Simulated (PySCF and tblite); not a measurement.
Results of a calculation; reference values are marked as such.
4-oxopentanal, C₅H₈O₂, numbered as in [CH3:1][C:2](=[O:3])[CH2:4][CH2:5][CH:6]=[O:7]. Conformers came from 150 starts (ETKDG and KDG, MMFF94s, GFN2-xTB); geometries are PBE0-D3(BJ)/def2-SVP. Free energies are BLYP-D3(BJ)/6-311G** single points with GFN2-xTB rigid-rotor and vibrational terms (modes under about 100 cm⁻¹ blended into free rotors). Symmetry numbers and mirror images are counted. Conformers within 3 kcal/mol (GFN2-xTB free energy) were kept, 4 at most. GIAO shieldings: WP04/pcSseg-1. Shifts are against TMS (¹H), TMS (¹³C) at the same level. Run with PySCF (density fitting) and tblite.

Torsions listed: O3–C2–C4–C5, C2–C4–C5–C6, C4–C5–C6–O7. Of a mirror pair one member is shown.

| conformer | shape | point group | mirror pair | ΔE(DFT) | Δ(G−E) at 298.15 K | δ H4 (ppm) |
| --- | --- | --- | --- | --- | --- | --- |
| 1 | -22°, -70°, -1° | C1 | yes | 0.00 | 0.00 | 2.20 |
| 2 | 9°, -163°, 6° | C1 | yes | 0.94 | -0.59 | 2.54 |
| 3 | -15°, 162°, 126° | C1 | yes | 2.62 | -0.47 | 2.29 |
| 4 | 9°, 73°, 137° | C1 | yes | 2.76 | -0.33 | 2.38 |

Energies in kcal/mol; the thermal term leaves out symmetry numbers and mirror images.

Problem. Work out the weights at 298.15 K and the ¹H shift of H4 under fast exchange.

Solution. RT = 0.592 kcal/mol. Each conformer gets RT ln(σ/g), with σ the rotational symmetry number and g = 2 for a mirror pair: 1: σ = 1, g = 2, G = 0.00 + 0.00 − 0.41 = -0.41, 0.00 above the lowest, exp(−ΔG/RT) = 1.000; 2: σ = 1, g = 2, G = 0.94 − 0.59 − 0.41 = -0.06, 0.35 above the lowest, exp(−ΔG/RT) = 0.556; 3: σ = 1, g = 2, G = 2.62 − 0.47 − 0.41 = 1.74, 2.15 above the lowest, exp(−ΔG/RT) = 0.027; 4: σ = 1, g = 2, G = 2.76 − 0.33 − 0.41 = 2.02, 2.43 above the lowest, exp(−ΔG/RT) = 0.017. The sum is 1.599, so the weights are 62.6, 34.8, 1.7, 1.0 %. The averaged shift is 2.32 ppm. At 298.15 K the leading conformer alone gives 2.20 ppm and bare DFT energies give 2.25 ppm.
